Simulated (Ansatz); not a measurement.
```xyz
12

C    -0.1590   -1.4505    1.4325
N    -0.6682   -0.3002    1.3064
C    -0.3626    0.4807    0.1841
C    -0.9322    1.6849    0.1016
Ge    0.8474   -0.1040   -1.2543
H    -0.4074   -2.0434    2.3104
H     0.5285   -1.9011    0.7050
H    -0.7478    2.3489   -0.7338
H    -1.6019    2.0210    0.8871
H     0.9092    1.0363   -2.2796
H     2.2620   -0.3903   -0.7195
H     0.3320   -1.3822   -1.9398
```

Charge 0, multiplicity 1.

(1) List the ωB97M-V/def2-TZVPP orbital energies in eV (Ansatz 0.2.0). (Estimate.)

Answers

(1) Ansatz gave: Occupied: -10866.45, -1362.31, -1210.03, -1210.03, -1210.03, -395.05, -282.82, -282.45, -281.62, -174.08, -123.33, -123.32, -123.31, -36.14, -36.13, -36.12, -36.06, -36.05, -29.04, -24.32, -20.59, -19.18, -17.44, -16.09, -15.53, -13.75, -13.56, -12.33, -11.85, -11.83, -9.59, -9.58. Lowest empty: 0.75, 2.65, 2.76, 2.96, 3.11, 3.89, 4.05, 4.26.
